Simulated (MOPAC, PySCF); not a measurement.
C₂H₄N₂, SMILES `CNC#N`, neutral singlet in the gas phase. 

Cartesian coordinates (Å):
```xyz
8

C     -0.9188    -0.2797     0.0275
N      0.1324     0.7231     0.2250
C      1.3654     0.4239    -0.1789
N      2.4236     0.1722    -0.5861
H     -0.7708    -1.1714     0.6445
H     -0.9285    -0.5712    -1.0218
H     -1.8770     0.1775     0.2704
H      0.0945     1.2250     1.1014
```
Charge 0, multiplicity 1.

All levels are single points at this geometry (r2SCAN-D4/def2-TZVP); Pople sets use spherical d functions. Orbital energies aren't observables, and empty levels follow the basis.

PM7 in MOPAC gives dipole (D) = 4.77.

### Question
Estimate the dipole (D) from each of these levels: PBE-D3(BJ)/def2-TZVP in PySCF; r2SCAN-D4/def2-TZVP in PySCF; B3LYP/3-21G in PySCF; B3LYP/6-311+G** in PySCF; B3LYP/6-31G* in PySCF; BP86/6-31G* in PySCF; M06-2X/6-31G* in PySCF; SVWN5/6-31G* in PySCF; HF/6-31G* in PySCF; HF/STO-3G in PySCF; AM1 in MOPAC; PM6 in MOPAC.

### Answer

```json
[
 {"level": "PBE-D3(BJ)/def2-TZVP in PySCF", "dipole (D)": "4.83"},
 {"level": "r2SCAN-D4/def2-TZVP in PySCF", "dipole (D)": "4.95"},
 {"level": "B3LYP/3-21G in PySCF", "dipole (D)": "4.53"},
 {"level": "B3LYP/6-311+G** in PySCF", "dipole (D)": "4.93"},
 {"level": "B3LYP/6-31G* in PySCF", "dipole (D)": "4.70"},
 {"level": "BP86/6-31G* in PySCF", "dipole (D)": "4.68"},
 {"level": "M06-2X/6-31G* in PySCF", "dipole (D)": "4.69"},
 {"level": "SVWN5/6-31G* in PySCF", "dipole (D)": "4.74"},
 {"level": "HF/6-31G* in PySCF", "dipole (D)": "4.95"},
 {"level": "HF/STO-3G in PySCF", "dipole (D)": "3.75"},
 {"level": "AM1 in MOPAC", "dipole (D)": "3.66"},
 {"level": "PM6 in MOPAC", "dipole (D)": "4.64"}
]
```
